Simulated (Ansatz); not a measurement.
`[GeH3][CH]1[CH2][GaH]1` + H–F → `[F][GeH3]` + `[CH2]1[CH2][GaH]1` at 298.15 K and 1 bar (ligand exchange at a Ge–C bond).

Isolated molecules relaxed with PBE0-D4/def2-TZVP in Ansatz; ΔE leaves out vibrations. CBS: MP2 limit from def2 TZ/QZ plus the TZ coupled-cluster correction, frozen cores. This one scheme is used for every species. For Ga, Ge outer-core shells are correlated without core-valence functions, which leaves a few kJ/mol of doubt a bond. Scalar relativity is left out up to krypton.

```json
{"species": "`[GeH3][CH]1[CH2][GaH]1`", "CCSD(T)/CBS energy (Eh)": "-4080.30519", "H − E (kJ/mol)": "210.2", "S (J/(mol·K))": "351.7"}
{"species": "H–F", "CCSD(T)/CBS energy (Eh)": "-100.39570", "H − E (kJ/mol)": "33.5", "S (J/(mol·K))": "173.6"}
{"species": "`[F][GeH3]`", "CCSD(T)/CBS energy (Eh)": "-2177.72589", "H − E (kJ/mol)": "78.1", "S (J/(mol·K))": "252.0"}
{"species": "`[CH2]1[CH2][GaH]1`", "CCSD(T)/CBS energy (Eh)": "-2002.97474", "H − E (kJ/mol)": "166.0", "S (J/(mol·K))": "280.5"}
```

H − E and S are ideal-gas, rigid-rotor, harmonic terms from PBE0-D4/def2-TZVP, for one conformer and one mirror image of each species. 1 Eh = 2625.50 kJ/mol, R = 8.31446 J/(mol·K).

Task: By hand: ΔE, ΔH, ΔS and ΔG.

Result: ΔE = (-2177.72589) + (-2002.97474) − (-4080.30519) − (-100.39570) = 0.00026 Eh = 0.7 kJ/mol. Δ(H − E) = 78.1 + 166.0 − 210.2 − 33.5 = 0.4, so ΔH = 1.1 kJ/mol. ΔS = 252.0 + 280.5 − 351.7 − 173.6 = 7.2 J/(mol·K). ΔG = 1.1 − 298.15 × (7.2)/1000 = -1.0 kJ/mol.

Task: By hand: the equilibrium constant, and the temperature at which ΔG would vanish if ΔH and ΔS stayed fixed.

Result: log₁₀ K = −ΔG/(RT ln 10) = 0.2. ΔG = 0 at ΔH/ΔS = 153 K, though so small a ΔH makes that figure unsure.

TΔS isn't small against ΔH here. The sign of ΔG lies within the doubt. A doubt of 5 kJ/mol in ΔE shifts log₁₀ K by 0.9 here. Other conformers and mirror images would add mixing entropy, several J/(mol·K) or more a flexible species. These are equilibria of isolated gas molecules and say nothing of rates. Largest T1 diagnostic: 0.016 (customary marks: 0.02 for closed shells, 0.045 for open ones).
